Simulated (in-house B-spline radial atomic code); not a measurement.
Neutral scandium is squeezed into an impenetrable sphere of radius R (the orbitals vanish at R). Computed with a B-spline radial code for spherical atoms: Dirac-Hartree-Fock, average of configuration, Fermi nucleus of rms radius 3.5459 fm.

Energies in eV above the free atom in [Ar] 3d1 4s2:

```json
{"R (bohr)": "7.5", "highest level (eV)": "-5.15", "[Ar] 3d1 4s2": "0.6508", "[Ar] 3d1 4s1 4d1": "8.16", "[Ne] 3s2 3p5 3d2 4s2": "32.25"}
{"R (bohr)": "6.99", "highest level (eV)": "-4.86", "[Ar] 3d1 4s2": "1.039", "[Ar] 3d1 4s1 4d1": "9.308", "[Ne] 3s2 3p5 3d2 4s2": "32.61"}
{"R (bohr)": "4.86", "highest level (eV)": "-0.807", "[Ar] 3d1 4s2": "7.695", "[Ar] 3d1 4s1 4d1": "22.25", "[Ne] 3s2 3p5 3d2 4s2": "39.14"}
{"R (bohr)": "3.99", "highest level (eV)": "5.28", "[Ar] 3d1 4s2": "19.03", "[Ar] 3d1 4s1 4d1": "40.8", "[Ne] 3s2 3p5 3d2 4s2": "50.65"}
{"R (bohr)": "3.84", "highest level (eV)": "7.06", "[Ar] 3d1 4s2": "22.5", "[Ar] 3d1 4s1 4d1": "45.41", "[Ne] 3s2 3p5 3d2 4s2": "54.21"}
{"R (bohr)": "2.96", "highest level (eV)": "28.6", "[Ar] 3d1 4s2": "67.72", "[Ar] 3d1 4s1 4d1": "98.18", "[Ne] 3s2 3p5 3d2 4s2": "100.8"}
{"R (bohr)": "2.69", "highest level (eV)": "42.9", "[Ar] 3d1 4s2": "100.7", "[Ar] 3d1 4s1 4d1": "133.1", "[Ne] 3s2 3p5 3d2 4s2": "134.7"}
{"R (bohr)": "2.36", "highest level (eV)": "71.7", "[Ar] 3d1 4s2": "172.1", "[Ar] 3d1 4s1 4d1": "205.5", "[Ne] 3s2 3p5 3d2 4s2": "207.8"}
{"R (bohr)": "2", "highest level (eV)": "130", "[Ar] 3d1 4s2": "334", "[Ar] 3d1 4s1 4d1": "363.3", "[Ne] 3s2 3p5 3d2 4s2": "372"}
{"R (bohr)": "1.49", "highest level (eV)": "337", "[Ar] 3d1 4s2": "1017", "[Ar] 3d1 4s1 4d1": "1008", "[Ne] 3s2 3p5 3d2 4s2": "1054"}
```

(1) Does [Ar] 3d1 4s1 4d1 fall below [Ar] 3d1 4s2 under compression?

(2) Does [Ne] 3s2 3p5 3d2 4s2 fall below [Ar] 3d1 4s2 under compression?

The highest level is first positive in the row R = 3.99 bohr, pushed up by confinement above the zero of the free ion's potential. Each configuration is held fixed and needn't be the lowest in the sphere.

Answers

(1) Yes, between R = 2 and 1.49 bohr the order changes (near 1.61 bohr by linear interpolation).

(2) No, it stays above over the whole range.
